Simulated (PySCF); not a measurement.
# Calculated NMR data

[PySCF: shieldings: GIAO PBE0/pcSseg-1; geometry: GFN2-xTB; a single conformation; non-relativistic; no solvent; averaged over atoms made equivalent by symmetry, fast rotation or ring inversion]

Scale: 1H (σ = 31.72 ppm), 13C (σ = 186.93 ppm) against TMS (reference shieldings calculated alike). Splittings of carbon signals by F and P are missing where no couplings were computed. Where no couplings were computed, multiplicities follow the n + 1 count of equivalent neighbours, and m marks all less simple cases (inequivalent or close neighbours, rings, F or P nearby). Shifts are as computed. Against solution values, carbons near 30 ppm lie about +3 ppm off and those near 130 ppm about +5 ppm. Of 1211 compounds with measured shifts, 218 miss one by over three times the rms of a fit or turn the order of signals round; such compounds aren't used in these exercises.

**1.** SMILES C=N/C(F)=C\OC=O, C4H4FNO2. 1H NMR (500 MHz, computed): δ 8.16 (s, 1H), 8.00 (m, 1H), 7.66 (m, 1H), 7.29 (m, 1H). 13C{1H} NMR (computed): δ 161.0 (CH), 159.5 (C), 151.6 (CH2), 128.4 (CH).

**2.** `C1(=O)C(F)=CC(=O)C=C1CF`, C7H4F2O2. 1H NMR (500 MHz, computed): δ 6.86 (m, 1H), 6.50 (m, 1H), 5.64 (m, 2H). 13C{1H} NMR (computed): δ 191.6, 185.8, 170.5, 149.9, 134.5, 120.8, 83.1.
